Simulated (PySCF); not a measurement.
Computed shifts of a molecule C4H5NO, PBE/pcSseg-1 (PySCF), GIAO, gas phase, equivalent atoms averaged, in ppm (number of nuclei): ¹³C: 160.6 (1), 156.6 (1), 98.5 (1), 93.2 (1). ¹⁵N: 317.7 (1). ¹H: 7.31 (1), 6.78 (2), 6.62 (1), 4.44 (1). References: ¹³C against TMS (σ = 182.0 ppm); ¹⁷O against H2O (σ = 334.3 ppm); ¹⁵N against NH3 (σ = 267.0 ppm); ¹H against TMS (σ = 31.49 ppm), references at their B3LYP-D3(BJ)/def2-TZVP geometries, non-relativistic. Geometry optimised at B3LYP-D3(BJ)/def2-SVP. A frequency run showed that this geometry is not a minimum. Other conformers were not sampled.

**Question.** Identify the compound among the candidates.
(A) Cc1ncco1
(B) N#CCCC=O
(C) C1=COCN=C1
(D) C=C/N=C\C=O

**Answer.** C, C1=COCN=C1
